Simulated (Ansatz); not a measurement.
**Ligand exchange: SnH3(CH3) + Cd(NH2)2 → SnH3(NH2) + Cd(CH3)(NH2)**

Species: SnH3(CH3), singlet; Cd(NH2)2, singlet; SnH3(NH2), singlet; Cd(CH3)(NH2), singlet. The partners trade CH3 for NH2: Sn–CH3 and Cd–NH2 bonds give way to Sn–NH2 and Cd–CH3.

Shapes, held fixed at every level: PBE0-D4/def2-TZVP. Programs: Ansatz 0.2.0. Electronic energies: no zero-point or thermal term.

Estimate ΔE of this reaction.

The highest level, CCSD(T)/def2-TZVPP, gives ΔE = +0.2 kJ/mol; the levels span -1.3 to +1.0. That is about zero within the method's error. They disagree on the sign: 3 of 7 are positive. The column of differences is taken from that level and isn't an error. No measured value is set beside it here. For atoms past krypton def2 sets carry core potentials with scalar relativity. Outer-core shells of Cd, Sn are correlated, in sets that cover them unevenly.

```tsv
level	kind	ΔE (kJ/mol)	less CCSD(T)/def2-TZVPP
PBE-D4/def2-TZVPP	GGA	+1.0	+0.8
B3LYP-D4/def2-TZVPP	global hybrid	-0.5	-0.7
BHLYP-D4/def2-TZVPP	global hybrid	-1.3	-1.5
r2SCAN0-D4/def2-TZVPP	global hybrid	-0.5	-0.7
wB97X-V/def2-TZVPP	range-separated hybrid	+0.2	0.0
MP2/def2-TZVPP	perturbation theory	-1.2	-1.4
CCSD(T)/def2-TZVPP	coupled cluster or CI	+0.2	0.0
```
